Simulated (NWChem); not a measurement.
Everything below was run with NWChem. System: H3AlF2Ge, charge 0, spin multiplicity 1, displaced from the optimised geometry. The structure started from a generated list of species. Level: BP86/def2-SVP.

Input file:

```
start mol
memory heap 200 mb stack 800 mb global 1000 mb
geometry units angstroms nocenter noautoz noautosym
  Al     0.528905    -0.590108     0.773122
  F      2.182419    -0.996295     0.638860
  F     -0.279546    -1.161937     2.164877
  Ge    -0.661950     0.749168    -0.974501
  H     -1.579361     1.853682    -0.309470
  H      0.358815     1.459012    -1.951140
  H     -1.598681    -0.190564    -1.839561
end
basis spherical
  * library def2-svp
end
dft
  xc becke88 perdew86
  semidirect memsize 60000000 filesize 0
  iterations 100
  convergence damp 70 ncydp 30
end
task dft gradient
```

NWChem printed:

```
             Northwest Computational Chemistry Package (NWChem) 7.3.0
             --------------------------------------------------------

                                NWChem Input Module
                                -------------------

 Scaling coordinates for geometry "geometry" by  1.889725989
 (inverse scale =  0.529177249)

                             Geometry "geometry" -> ""
                             -------------------------

 Output coordinates in angstroms (scale by  1.889725989 to convert to a.u.)

  No.       Tag          Charge          X              Y              Z
 ---- ---------------- ---------- -------------- -------------- --------------
    1 Al                  13.0000     0.52890500    -0.59010800     0.77312200
    2 F                    9.0000     2.18241900    -0.99629500     0.63886000
    3 F                    9.0000    -0.27954600    -1.16193700     2.16487700
    4 Ge                  32.0000    -0.66195000     0.74916800    -0.97450100
    5 H                    1.0000    -1.57936100     1.85368200    -0.30947000
    6 H                    1.0000     0.35881500     1.45901200    -1.95114000
    7 H                    1.0000    -1.59868100    -0.19056400    -1.83956100

 Effective nuclear repulsion energy (a.u.)     302.8010796465

            Nuclear Dipole moment (a.u.)
            ----------------------------
        X                 Y               Z
 ---------------- ---------------- ----------------
    -0.0000094486     0.0000264562     0.0000302356


 Summary of "ao basis" -> "" (spherical)
 ------------------------------------------------------------------------------
       Tag                 Description            Shells   Functions and Types
 ---------------- ------------------------------  ------  ---------------------
 *                          def2-svp                  on all atoms

  perdew86 is a nonlocal functional; adding perdew81 local functional.

                                 NWChem DFT Module
                                 -----------------

 Summary of "ao basis" -> "ao basis" (spherical)
 ------------------------------------------------------------------------------
       Tag                 Description            Shells   Functions and Types
 ---------------- ------------------------------  ------  ---------------------
 Al                         def2-svp                 8       18   4s3p1d
 F                          def2-svp                 6       14   3s2p1d
 Ge                         def2-svp                12       32   5s4p3d
 H                          def2-svp                 3        5   2s1p

 Summary of "ao basis" -> "ao basis" (spherical)
 ------------------------------------------------------------------------------
       Tag                 Description            Shells   Functions and Types
 ---------------- ------------------------------  ------  ---------------------
 Al                         def2-svp                 8       18   4s3p1d
 F                          def2-svp                 6       14   3s2p1d
 Ge                         def2-svp                12       32   5s4p3d
 H                          def2-svp                 3        5   2s1p

            General Information
            -------------------
          SCF calculation type: DFT
          Wavefunction type:  closed shell.
          No. of atoms     :     7
          No. of electrons :    66
           Alpha electrons :    33
            Beta electrons :    33
          Charge           :     0
          Spin multiplicity:     1
          Use of symmetry is: off; symmetry adaption is: off
          Maximum number of iterations: 100
          AO basis - number of functions:    93
                     number of shells:    41
          Convergence on energy requested:  1.00D-06
          Convergence on density requested:  1.00D-05
          Convergence on gradient requested:  5.00D-04

              XC Information
              --------------
                    Becke 1988 Exchange Functional  1.000
                Perdew 1981 Correlation Functional  1.000 local
                Perdew 1986 Correlation Functional  1.000 non-local

             Grid Information
             ----------------
          Grid used for XC integration:  medium
          Radial quadrature: Mura-Knowles
          Angular quadrature: Lebedev.
          Tag              B.-S. Rad. Rad. Pts. Rad. Cut. Ang. Pts.
          ---              ---------- --------- --------- ---------
          Al                  1.25       88          10.0       590
          F                   0.50       49          12.0       434
          Ge                  1.25      112          10.0       590
          H                   0.35       45          11.0       434
          Grid pruning is: on
          Number of quadrature shells:   433
          Spatial weights used:  Erf1

          Convergence Information
          -----------------------
          Convergence aids based upon iterative change in
          total energy or number of iterations.
          Levelshifting, if invoked, occurs when the
          HOMO/LUMO gap drops below (HL_TOL):  1.00D-02
          DIIS, if invoked, will attempt to extrapolate
          using up to (NFOCK): 10 stored Fock matrices.

                    Damping(70%)  Levelshifting(0.5)       DIIS
                  --------------- ------------------- ---------------
          dE  on:    start            ASAP                start
          dE off:   30 iters        100 iters           100 iters

      Screening Tolerance Information
      -------------------------------
[...]
  Singularity in Pulay matrix. Error and Fock matrices removed.
 d=70,ls=0.0,diis    28  -2520.8523846137 -5.28D-06  6.08D-07  1.10D-09    14.3
  Singularity in Pulay matrix. Error and Fock matrices removed.
 d=70,ls=0.0,diis    29  -2520.8523883121 -3.70D-06  4.25D-07  5.38D-10    14.8
 d=70,ls=0.0,diis    30  -2520.8523909008 -2.59D-06  2.98D-07  2.63D-10    15.4
  Singularity in Pulay matrix. Error and Fock matrices removed.
  Singularity in Pulay matrix. Error and Fock matrices removed.
 d= 0,ls=0.0,diis    31  -2520.8523927130 -1.81D-06  2.08D-07  1.29D-10    15.8
  Singularity in Pulay matrix. Error and Fock matrices removed.
 d= 0,ls=0.0,diis    32  -2520.8523969414 -4.23D-06  5.49D-10  8.84D-16    16.3
 d= 0,ls=0.0,diis    33  -2520.8523969414 -1.86D-11  3.70D-10  4.00D-15    16.8

         Total DFT energy =    -2520.852396941427
      One electron energy =    -4115.927640933930
           Coulomb energy =     1412.278511353054
    Exchange-Corr. energy =     -120.004347007014
 Nuclear repulsion energy =      302.801079646463

 Numeric. integr. density =       65.999998113392

     Total iterative time =     16.3s

                       DFT Final Molecular Orbital Analysis
                       ------------------------------------

 Vector   31  Occ=2.000000D+00  E=-3.200269D-01
              MO Center= -1.2D+00,  5.9D-01, -1.2D+00, r^2= 2.6D+00
   Bfn.  Coefficient  Atom+Function         Bfn.  Coefficient  Atom+Function
  ----- ------------  ---------------      ----- ------------  ---------------
    89      0.355631  7 H  s                 59     -0.279408  4 Ge py
    79     -0.257328  5 H  s                 62     -0.190952  4 Ge py
    90      0.186810  7 H  s                 56      0.166013  4 Ge py
    60     -0.153748  4 Ge pz                80     -0.132258  5 H  s
    63     -0.104609  4 Ge pz                84     -0.098945  6 H  s

 Vector   32  Occ=2.000000D+00  E=-3.178990D-01
              MO Center= -2.9D-01,  9.4D-01, -8.9D-01, r^2= 4.1D+00
   Bfn.  Coefficient  Atom+Function         Bfn.  Coefficient  Atom+Function
  ----- ------------  ---------------      ----- ------------  ---------------
    84      0.336778  6 H  s                 58      0.261847  4 Ge px
    79     -0.250216  5 H  s                 85      0.183975  6 H  s
    60     -0.168918  4 Ge pz                61      0.159787  4 Ge px
    55     -0.154209  4 Ge px                24     -0.151838  2 F  pz
    36      0.146244  3 F  px                80     -0.140354  5 H  s

 Vector   33  Occ=2.000000D+00  E=-2.779017D-01
              MO Center= -1.4D-01,  1.6D-01, -2.0D-01, r^2= 3.6D+00
   Bfn.  Coefficient  Atom+Function         Bfn.  Coefficient  Atom+Function
  ----- ------------  ---------------      ----- ------------  ---------------
     3      0.287336  1 Al s                 60      0.232856  4 Ge pz
    63      0.209354  4 Ge pz                51      0.188729  4 Ge s
    38     -0.174886  3 F  pz                59     -0.174662  4 Ge py
     2      0.162361  1 Al s                 58      0.162042  4 Ge px
    62     -0.154747  4 Ge py                22     -0.152744  2 F  px

 Vector   34  Occ=0.000000D+00  E=-8.085594D-02
              MO Center=  2.1D-01, -1.5D-01,  3.2D-01, r^2= 4.3D+00
   Bfn.  Coefficient  Atom+Function         Bfn.  Coefficient  Atom+Function
  ----- ------------  ---------------      ----- ------------  ---------------
    12      0.448708  1 Al py                90      0.434760  7 H  s
    62      0.401335  4 Ge py                 9      0.311141  1 Al py
    80     -0.297201  5 H  s                 13      0.239983  1 Al pz
    63      0.188963  4 Ge pz                10      0.180294  1 Al pz
    89      0.157861  7 H  s                  6     -0.151085  1 Al py

 Vector   35  Occ=0.000000D+00  E=-7.045599D-02
              MO Center=  1.7D-01, -2.8D-01,  2.3D-01, r^2= 5.1D+00
   Bfn.  Coefficient  Atom+Function         Bfn.  Coefficient  Atom+Function
  ----- ------------  ---------------      ----- ------------  ---------------
     4      1.015297  1 Al s                 51     -0.665847  4 Ge s
    50     -0.556808  4 Ge s                  3      0.403198  1 Al s
    63     -0.328074  4 Ge pz                 2      0.267778  1 Al s
    49      0.261750  4 Ge s                 80      0.259146  5 H  s
    62      0.217905  4 Ge py                90      0.215293  7 H  s

 Vector   36  Occ=0.000000D+00  E=-3.112194D-02
              MO Center= -2.8D-01,  3.0D-01, -4.1D-01, r^2= 4.5D+00
   Bfn.  Coefficient  Atom+Function         Bfn.  Coefficient  Atom+Function
  ----- ------------  ---------------      ----- ------------  ---------------
    85     -0.777017  6 H  s                 61      0.761415  4 Ge px
    80      0.547576  5 H  s                 63     -0.484445  4 Ge pz
    11      0.318269  1 Al px                84     -0.207818  6 H  s
    13     -0.200029  1 Al pz                90      0.188855  7 H  s
    58      0.165801  4 Ge px                79      0.146993  5 H  s

 center of mass
 --------------
 x =  -0.01799767 y =   0.02132417 z =  -0.02719847

 moments of inertia (a.u.)
 ------------------
        1040.802918295741         293.964684038374        -272.973910191904
         293.964684038374        1169.716111290789         461.489196642391
        -272.973910191904         461.489196642391         850.404455662026

     Multipole analysis of the density
     ---------------------------------

     L   x y z        total         alpha         beta         nuclear
     -   - - -        -----         -----         ----         -------
     0   0 0 0     -0.000000    -33.000000    -33.000000     66.000000

     1   1 0 0     -0.327813     -0.163902     -0.163902     -0.000009
     1   0 1 0      0.388078      0.194026      0.194026      0.000026
     1   0 0 1     -0.492188     -0.246109     -0.246109      0.000030

     2   2 0 0    -34.310883   -135.727479   -135.727479    237.144076
     2   1 1 0      1.579516     69.839414     69.839414   -138.099312
     2   1 0 1      0.493436    -63.656247    -63.656247    127.805929
     2   0 2 0    -30.110756   -102.854498   -102.854498    175.598240
     2   0 1 1      3.018753    109.945360    109.945360   -216.871968
     2   0 0 2    -33.374152   -179.705115   -179.705115    326.036079

            General Information
            -------------------
          SCF calculation type: DFT
          Wavefunction type:  closed shell.
          No. of atoms     :     7
          No. of electrons :    66
           Alpha electrons :    33
            Beta electrons :    33
          Charge           :     0
          Spin multiplicity:     1
          Use of symmetry is: off; symmetry adaption is: off
          Maximum number of iterations: 100
          AO basis - number of functions:    93
                     number of shells:    41
          Convergence on energy requested:  1.00D-06
          Convergence on density requested:  1.00D-05
          Convergence on gradient requested:  5.00D-04

              XC Information
              --------------
                    Becke 1988 Exchange Functional  1.000
                Perdew 1981 Correlation Functional  1.000 local
                Perdew 1986 Correlation Functional  1.000 non-local

             Grid Information
             ----------------
          Grid used for XC integration:  medium
          Radial quadrature: Mura-Knowles
          Angular quadrature: Lebedev.
          Tag              B.-S. Rad. Rad. Pts. Rad. Cut. Ang. Pts.
          ---              ---------- --------- --------- ---------
          Al                  1.25       88          10.0       590
          F                   0.50       49          12.0       434
          Ge                  1.25      112          10.0       590
          H                   0.35       45          11.0       434
          Grid pruning is: on
          Number of quadrature shells:   433
          Spatial weights used:  Erf1

          Convergence Information
          -----------------------
          Convergence aids based upon iterative change in
          total energy or number of iterations.
          Levelshifting, if invoked, occurs when the
          HOMO/LUMO gap drops below (HL_TOL):  1.00D-02
          DIIS, if invoked, will attempt to extrapolate
          using up to (NFOCK): 10 stored Fock matrices.

                    Damping(70%)  Levelshifting(0.5)       DIIS
                  --------------- ------------------- ---------------
          dE  on:    start            ASAP                start
          dE off:   30 iters        100 iters           100 iters

      Screening Tolerance Information
      -------------------------------
          Density screening/tol_rho:  1.00D-10
          AO Gaussian exp screening on grid/accAOfunc:  14
          CD Gaussian exp screening on grid/accCDfunc:  20
          XC Gaussian exp screening on grid/accXCfunc:  20
          Schwarz screening/accCoul:  1.00D-08

                            NWChem DFT Gradient Module
                            --------------------------

  charge          =   0.00
  wavefunction    = closed shell

                         DFT ENERGY GRADIENTS

    atom               coordinates                        gradient
                 x          y          z           x          y          z
   1 Al      0.999486  -1.115142   1.460989   -0.005316   0.006221  -0.007888
   2 F       4.124174  -1.882725   1.207270    0.017167  -0.004159  -0.001522
   3 F      -0.528265  -2.195743   4.091024   -0.008481  -0.005898   0.014405
   4 Ge     -1.250904   1.415722  -1.841540    0.001398  -0.001138   0.001707
   5 H      -2.984560   3.502951  -0.584814   -0.005234   0.006227   0.003729
   6 H       0.678062   2.757133  -3.687120    0.005764   0.004018  -0.005562
   7 H      -3.021069  -0.360114  -3.476266   -0.005296  -0.005271  -0.004869

                 ----------------------------------------
                 |  Time  |  1-e(secs)   |  2-e(secs)   |
                 ----------------------------------------
                 |  CPU   |       0.01   |       5.29   |
                 ----------------------------------------
                 |  WALL  |       0.01   |       5.29   |
                 ----------------------------------------

 Task  times  cpu:       22.8s     wall:       22.8s

 Total times  cpu:       22.9s     wall:       22.9s
```
